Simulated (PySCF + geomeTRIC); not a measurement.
A geometry relaxed with r2SCAN-D4/def2-TZVP (PySCF + geomeTRIC), charge 0, multiplicity 1:

```xyz
5

H     -0.6599     1.2852    -0.3726
H     -0.4202    -1.0647    -0.9573
F      1.5548     0.1712    -0.0510
H     -0.4180    -0.3859     1.3796
Si    -0.0355    -0.0040     0.0013
```

Q: Write the SMILES of this molecule.

A: `F[SiH3]`
